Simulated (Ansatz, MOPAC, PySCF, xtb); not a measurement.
Torsion F1–Te2–Se3–H4 in FHSeTe (SMILES F[Te][SeH]); at each angle all else is relaxed with GFN2-xTB, and the levels are single points there.
Geometry at 90° (charge 0, multiplicity 1):
```csv
atom,x (Å),y (Å),z (Å)
F,1.8602,-0.7061,0.3005
Te,1.0303,1.0396,-0.2614
Se,-1.2802,0.4826,0.2969
H,-1.3297,0.9413,1.6797
```

On the grid 0° to 330°, 0° is the highest and 90° the lowest point at CCSD(T)/CBS(def2-TZVPP, def2-QZVPP).

Cores are frozen in the correlated methods. Filled d and f shells under p-block atoms count as core. CBS(a, b) extrapolates the correlation energy as X⁻³ and adds the Hartree–Fock energy of set b. Rows in 3-21G, LANL2DZ, STO-3G carry no dispersion term and start afresh at each structure; the Pople sets are all-electron and without relativity. LANL2DZ brings its own core potentials from Na on. The state reached by PM6 isn't checked.

Run with Ansatz (Gaussian basis) for Hartree–Fock, density functionals and correlated methods; MOPAC for PM6 (differences of heats of formation); PySCF for 3-21G rows, LANL2DZ rows, STO-3G rows, the dispersion terms; xtb for the GFN methods.  In def2 rows elements past Kr take small-core potentials, without spin–orbit coupling.

```json
[
 {"level": "PM6", "energy at 0° less that at 90° (kcal/mol)": "-6.42"},
 {"level": "GFN2-xTB", "energy at 0° less that at 90° (kcal/mol)": "5.87"},
 {"level": "HF/STO-3G", "energy at 0° less that at 90° (kcal/mol)": "3.75"},
 {"level": "PBE-D4/def2-TZVPP", "energy at 0° less that at 90° (kcal/mol)": "12.66"},
 {"level": "r2SCAN/def2-TZVPP", "energy at 0° less that at 90° (kcal/mol)": "12.41"},
 {"level": "B3LYP/3-21G", "energy at 0° less that at 90° (kcal/mol)": "7.70"},
 {"level": "B3LYP/LANL2DZ", "energy at 0° less that at 90° (kcal/mol)": "8.67"},
 {"level": "MP2/CBS(def2-TZVPP, def2-QZVPP)", "energy at 0° less that at 90° (kcal/mol)": "___"},
 {"level": "CCSD/def2-QZVPP", "energy at 0° less that at 90° (kcal/mol)": "___"}
]
```

**Question.** What belongs in the gaps?

**Answer.** 
- MP2/CBS(def2-TZVPP, def2-QZVPP), energy at 0° less that at 90° (kcal/mol): 11.16
- CCSD/def2-QZVPP, energy at 0° less that at 90° (kcal/mol): 10.07

Ansatz is an electronic-structure program.
